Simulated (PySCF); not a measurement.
# Carbon: a sound run and one with changed settings

Sound run: C⁺ [He] 2s2 2p1, C²⁺ [He] 2s2. All numbers are calculated (PySCF 2.14, the non-relativistic Hamiltonian (point nucleus), in pcseg-2). In the sound run the correlated levels freeze 1s2. The sound run starts from symmetry-adapted Hartree-Fock orbitals and uses a fine grid where one is needed.

A second run was set up differently.

```
species   method  sound run (hartree)  changed run (hartree)  converged
     C⁺      MP2            -37.34159              -37.34499        yes
     C⁺  CCSD(T)            -37.36624              -37.36937        yes
    C²⁺      MP2            -36.44539              -36.44837        yes
    C²⁺  CCSD(T)            -36.47514              -36.47756        yes
```

Ionisation energy of C⁺:

| method | sound run (eV) | changed run (eV) |
| --- | --- | --- |
| UHF | 24.187 | 24.187 |
| MP2 | 24.387 | 24.398 |
| SCS-MP2 | 24.352 | 24.358 |
| CCSD | 24.218 | 24.238 |
| CCSD(T) | 24.248 | 24.267 |

Question: What was changed?
A. all electrons correlated in a valence basis
B. minimal basis
C. level shift left on
D. a valence shell is frozen

Answer: A. A valence basis has no tight correlating functions, so it recovers only part of the core correlation, and not evenly between atom and ion.
